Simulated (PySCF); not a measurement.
BCl₂GeH₃.
Geometry (PBE0-D3(BJ)/def2-SVP, Å), atoms numbered from 1 in this order:
```xyz
7
BCl2GeH3 angstrom
Cl     1.8685    1.6096   -0.1885
B      1.1259    0.0291   -0.1399
Cl     2.1511   -1.3788   -0.2949
Ge    -0.9127   -0.2008    0.1220
H     -1.1778   -0.7654    1.5315
H     -1.4698   -1.2098   -0.8989
H     -1.6621    1.1346   -0.0225
```

Method used: core-valence-separated Tamm–Dancoff BHandHLYP/aug-pcX-1 (pcseg-1 on H, def2-SVPD on Ge, def2-SVPD on Cl) in PySCF, non-relativistic, gas phase, PBE0-D3(BJ)/def2-SVP geometry. The energies are unshifted.

The lowest roots of each edge with f over 0.003 (five at most, numbered afresh; weaker and dark ones are left out), with transition dipoles (au) in the frame of the coordinates:

| root | edge | E (eV) | μx | μy | μz |
| --- | --- | --- | --- | --- | --- |
| 1 | B | 187.79 | 0.0168 | -0.0037 | 0.1412 |
| 2 | B | 193.23 | 0.0114 | 0.1039 | 0.0020 |
| 3 | B | 193.38 | -0.0638 | 0.0328 | 0.0065 |
| 4 | B | 193.96 | -0.0764 | -0.0037 | 0.0082 |
| 5 | B | 194.19 | -0.0641 | -0.0104 | 0.0087 |

What are the oscillator strengths?

f = (2/3) ΔE |μ|², with ΔE in hartree (27.2114 eV):

| root | ΔE (Eh) | \|μ\|² (au) | f | core hole on |
| --- | --- | --- | --- | --- |
| 1 | 6.9013 | 0.020224 | 0.093 | B2 |
| 2 | 7.1010 | 0.010925 | 0.052 | B2 |
| 3 | 7.1067 | 0.005183 | 0.025 | B2 |
| 4 | 7.1278 | 0.005913 | 0.028 | B2 |
| 5 | 7.1362 | 0.004289 | 0.020 | B2 |

Molecules are fixed in this frame and the field points along z. What effective strengths 3 f cos²θ do the roots have (θ between field and μ)?

root 1 (B2): 0.275, root 2 (B2): 0.000, root 3 (B2): 0.001, root 4 (B2): 0.001, root 5 (B2): 0.001. Root 1 is the strongest. Averaged over all orientations cos²θ is 1/3, which gives f back.

 The BHandHLYP/aug-pcX-1 (pcseg-1 on H, def2-SVPD on Ge, def2-SVPD on Cl) calculation is non-relativistic and has no spin–orbit coupling, an omission that weighs most on germanium.
